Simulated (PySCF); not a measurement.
Radial density of Ar (argon, neutral)

UHF, [Ar], closed-shell 1S. All numbers are calculated (PySCF 2.14, scalar relativity by spin-free X2C-1e, in aug-cc-pVDZ-DK (5s4p2d, 27 functions)).

```tsv
r (bohr)	4πr²ρ (e/bohr)
0.00119	0.08278
0.00200	0.2206
0.00336	0.5614
0.00565	1.400
0.00950	3.331
0.0160	7.273
0.0269	13.65
0.0452	19.92
0.0760	19.75
0.128	14.70
0.215	18.47
0.362	19.28
0.609	6.547
1.02	5.270
1.72	4.223
2.90	0.7321
4.87	0.01810
8.19	5.192e-05
```

Densities and radii are taken from the X2C orbitals without a picture-change correction, which distorts them close to the nucleus.
